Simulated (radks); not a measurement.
Spherical quantum dot in the effective-mass picture: electrons in a parabolic well V = omega^2 r^2 / 2 with omega = 4.34, with a point charge +1 (a donor) at the centre, all in effective atomic units (hartree* = m*/eps^2 hartree, bohr* = eps/m* bohr), one dielectric constant everywhere. Calculated with a radial shooting solver with Libxc functionals: non-relativistic Kohn-Sham, LDA (Slater exchange, Perdew-Wang correlation), spin-polarised, spherical densities. Levels are named by radial order and angular momentum (1s, 1p, 1d, 2s, ...), and open shells are averaged over m. Each electron was tried in the lowest free levels, single moves between levels near the top were tried too, and the lowest total energy was kept; such a search can miss a lower state. At N = 1 the Hartree and exchange-correlation terms need not cancel, so that row can carry a self-interaction error.

| N | open shells | 2S | mu = E(N) - E(N-1) (hartree*) | addition energy mu(N+1) - mu(N) (hartree*) | rms radius (bohr*) |
|---|---|---|---|---|---|
| 1 | 1s(up 1, down 0) | 1 | 4.0891 | 1.743 | 0.5353 |
| 2 | none | 0 | 5.8321 | 6.004 | 0.5550 |
| 3 | 1p(up 1, down 0) | 1 | 11.836 | 1.058 | 0.6372 |
| 4 | 1p(up 2, down 0) | 2 | 12.894 | 1.082 | 0.6799 |
| 5 | 1p(up 3, down 0) | 3 | 13.975 | 1.398 | 0.7084 |
| 6 | 1p(up 3, down 1) | 2 | 15.373 | 1.005 | 0.7315 |
| 7 | 1p(up 3, down 2) | 1 | 16.378 | 1.024 | 0.7502 |
| 8 | none | 0 | 17.402 | 4.422 | 0.7664 |
| 9 | 2s(up 1, down 0) | 1 | 21.824 | 1.034 | 0.7952 |
| 10 | none | 0 | 22.858 | 1.094 | 0.8194 |
| 11 | 1d(up 1, down 0) | 1 | 23.953 | 0.8683 | 0.8403 |
| 12 | 1d(up 2, down 0) | 2 | 24.821 | 0.8670 | 0.8586 |
| 13 | 1d(up 3, down 0) | 3 | 25.688 | 0.8641 | 0.8749 |
| 14 | 1d(up 4, down 0) | 4 | 26.552 | 0.8601 | 0.8896 |
| 15 | 1d(up 5, down 0) | 5 | 27.412 | 1.082 | 0.9032 |
| 16 | 1d(up 5, down 1) | 4 | 28.494 | 0.8273 | 0.9160 |
| 17 | 1d(up 5, down 2) | 3 | 29.321 | 0.8265 | 0.9279 |
| 18 | 1d(up 5, down 3) | 2 | 30.148 | 0.8243 | 0.9392 |
| 19 | 1d(up 5, down 4) | 1 | 30.972 | 0.8210 | 0.9498 |
| 20 | none | 0 | 31.793 | 4.034 | 0.9599 |
| 21 | 1f(up 1, down 0) | 1 | 35.827 | 0.7441 | 0.9744 |
| 22 | 1f(up 2, down 0) | 2 | 36.572 | 0.7424 | 0.9878 |
| 23 | 1f(up 3, down 0) | 3 | 37.314 | - | 1.000 |

All shells are closed at N = 2, 8, 10, 20 (there: 1s2 1p6 1d10 2s2); the second difference of the energy has clear peaks (12 % above both neighbours; the first and last values, which can be the largest, are not judged, and half-filled shells can peak too) at N = 2, 5, 8, 15, 20.
